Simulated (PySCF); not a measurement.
Delta-SCF ions had no search for a lower state. Excitations are Tamm–Dancoff values on a coarser integration grid. The basis has no diffuse functions, so Rydberg states are missing or too high.

**C₄H₅FSi, SMILES `C1=C(C=C[SiH2]1)F` (charge 0, multiplicity 1)**

The numbers are results of PBE0-D3(BJ)/def2-TZVP (PySCF 2.14.0), not measurements.

```yaml
HOMO: -7.00 eV
dipole_moment: 1.08 D
HOMO–LUMO gap: 5.37 eV
LUMO: -1.63 eV
S1 excitation (TDA): 4.74 eV
S1 oscillator strength: 0.076
brightest of the four lowest singlets (TDA): 6.50 eV
T1 excitation (TDA): 2.80 eV
S1–T1 gap (TDA): 1.94 eV
vertical ionisation energy (Delta-SCF): 8.96 eV
total_energy: -544.4409 Ha
cost: around 5 core-minutes (rough)
```

```xyz
11

F     -2.1452    -1.4936     0.0020
C     -1.0070    -0.7955     0.0061
C      0.2103    -1.3381     0.0805
Si     1.3759     0.1038     0.0452
C     -0.0059     1.3589    -0.0741
C     -1.1525     0.6678    -0.0789
H      0.3724    -2.4043     0.1445
H      2.1955     0.2490     1.2773
H      2.2845     0.1180    -1.1318
H      0.0212     2.4390    -0.1318
H     -2.1492     1.0950    -0.1390
```
